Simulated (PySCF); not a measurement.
Ground-state electric properties of a mixed set of molecules.

All values: CAM-B3LYP/def2-SVPD (PySCF) at GFN2-xTB geometries, gas phase, one conformer each. Core orbitals are frozen in the response; Δα² is half the sum of the squared differences of the principal polarisabilities.

**Question.** Rank by HOMO–LUMO gap, highest first.
A. `COC1=CC=CO1` (C5H6O2)
B. `C=CC(=O)Cl` (C3H3ClO)
C. `COc1ccoc1` (C5H6O2)
D. `[H]/N=C\[C@@H]1C[Si@H](CF)N1` (C4H9FN2Si)
E. `F[C@@H]1OC[C@@]12CO[C@@H]2F` (C5H6F2O2)
F. `FCCl` (CH2ClF)

**Answer.** F (11.48 eV), E (11.25 eV), D (9.21 eV), C (9.00 eV), B (8.76 eV), A (8.49 eV).

**Question.** Rank by polarisability anisotropy Δα, lowest first.
A. `FCCl`
B. `[CH2:1]=[CH:2][C:3](=[O:4])[Cl:5]` with C1–C2–C3–O4 0°
C. `[CH3:1][O:2][c:3]1[cH:4][cH:5][cH:6][o:7]1` with C1–O2–C3–C4 180° (2-methoxyfuran)
D. `[CH3:1][O:2][c:3]1[cH:4][cH:5][o:6][cH:7]1` with C1–O2–C3–C4 -178°
E. `F[C@@H]1OC[C@@]12CO[C@@H]2F`
F. `[H]/[N:1]=[CH:2]\[C@@H:3]1[CH2:4][Si@H:5]([CH2:6][F:7])[NH:8]1` with N1–C2–C3–C4 98°, C4–Si5–C6–F7 105°, C2–C3–C4–Si5 -126°, C3–C4–Si5–C6 114°, C4–Si5–N8–C3 -7°, C2–C3–N8–Si5 126°

**Answer.** E (0.27 Å³), A (1.40 Å³), F (3.26 Å³), D (4.59 Å³), C (4.81 Å³), B (5.39 Å³).

All values together:

```
                      SMILES    formula  μ (D)  HOMO (eV)  LUMO (eV)  α (Å³)  Δα (Å³)  electrons  α per electron (Å³)
                        FCCl     CH2ClF   1.88     -10.41       1.07    4.43     1.40         34                0.130
[H]/N=C\[C@@H]1C[Si@H](CF)N1  C4H9FN2Si   2.28      -8.66       0.55   12.54     3.26         70                0.179
                   COc1ccoc1     C5H6O2   0.96      -7.65       1.35    9.39     4.59         52                0.181
 F[C@@H]1OC[C@@]12CO[C@@H]2F   C5H6F2O2   2.60     -10.18       1.07    9.21     0.27         70                0.132
                  C=CC(=O)Cl    C3H3ClO   3.27     -10.09      -1.34    8.16     5.39         46                0.177
                   COc1ccco1     C5H6O2   0.96      -7.15       1.34    9.51     4.81         52                0.183
```

Conformers: `[H]/[N:1]=[CH:2]\[C@@H:3]1[CH2:4][Si@H:5]([CH2:6][F:7])[NH:8]1` with N1–C2–C3–C4 98°, C4–Si5–C6–F7 105°, C2–C3–C4–Si5 -126°, C3–C4–Si5–C6 114°, C4–Si5–N8–C3 -7°, C2–C3–N8–Si5 126°; `[CH3:1][O:2][c:3]1[cH:4][cH:5][o:6][cH:7]1` with C1–O2–C3–C4 -178°; `[CH2:1]=[CH:2][C:3](=[O:4])[Cl:5]` with C1–C2–C3–O4 0°; `[CH3:1][O:2][c:3]1[cH:4][cH:5][cH:6][o:7]1` with C1–O2–C3–C4 180°.

**Question.** How closely does the mean polarisability follow the number of electrons in this set?

**Answer.** The correlation coefficient is 0.85; α per electron runs from 0.130 to 0.183 Å³.
